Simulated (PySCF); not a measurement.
## Spectroscopy problems

Computational details: NMR shieldings at PBE0/pcSseg-1/GIAO, geometry from GFN2-xTB, in PySCF (relativity neglected, equivalent nuclei averaged, gas phase, single conformer).

Referencing at the same level of theory: $^{1}$H (σref 31.72) and $^{13}$C (σref 186.93) vs TMS. Splittings of carbon signals by F and P are missing where no couplings were computed. Where no couplings were computed, multiplicities follow the n + 1 count of equivalent neighbours, and m marks all less simple cases (inequivalent or close neighbours, rings, F or P nearby). Shifts are as computed. Against solution values, carbons near 30 ppm lie about +3 ppm off and those near 130 ppm about +5 ppm; carbons on Cl a further +6 ppm. Of 1211 compounds with measured shifts, 218 miss one by over three times the rms of a fit or turn the order of signals round; such compounds aren't used in these exercises. Carbons bonded to Cl come out too deshielded.

(1) C7H6ClF3O. $^{1}$H NMR (300 MHz, computed): δ 6.70 (m, 1H), 5.71 (m, 1H), 5.56 (m, 1H), 2.24 (m, 1H), 2.17 (m, 1H), 1.71 (m, 1H). $^{13}$C{$^{1}$H} NMR (computed): δ 179.4, 141.5, 133.4, 126.4, 45.6, 39.9, 19.2. Give a structure.

(2) C6H10OSi2. $^{1}$H NMR (400 MHz, computed): δ 6.86 (s, 1H), 6.58 (m, 1H), 6.48 (m, 1H), 6.02 (m, 1H), 4.86 (d, 2H), 4.00 (m, 2H), 2.16 (m, 2H). $^{13}$C{$^{1}$H} NMR (computed): δ 238.3, 181.4, 161.7, 144.5, 137.3, 18.3. What is it?

Results:

(1) `C=C[C@@]1(C(F)(F)F)C[C@@H]1C(=O)Cl`. The formula gives 3 degrees of unsaturation (1 ring in the answer). 7 carbon signals for 7 carbons: no two carbons are equivalent. Carbon types of the structure: 3 × C, 2 × CH, 2 × CH2, which accounts for all hydrogens. δC 179.4: carbonyl carbon. δC 141.5: alkene CH; as expected for a trigonal carbon in a double bond. δC 133.4: CF3 carbon; 3 electronegative neighbours deshield it. δC 126.4: terminal =CH2 carbon; an sp2 carbon of a C=C bond.

The shifts were computed for this structure.

(2) SMILES C=C[SiH2]C1=CC(=O)[SiH2]C1. The formula gives 4 degrees of unsaturation (1 ring in the answer). 6 carbon signals for 6 carbons: no two carbons are equivalent. Carbon types of the structure: 2 × C, 2 × CH, 2 × CH2, leaving 4 H on heteroatoms. δC 181.4: β carbon of a C=C–C=O unit; conjugation with the carbonyl draws π density from the β position. δC 161.7: α carbon of a C=C–C=O unit; the olefinic region. δC 144.5: terminal =CH2 carbon; an sp2 carbon of a C=C bond. δC 137.3: alkene CH; as expected for a trigonal carbon in a double bond.

This is the structure that produced the data.
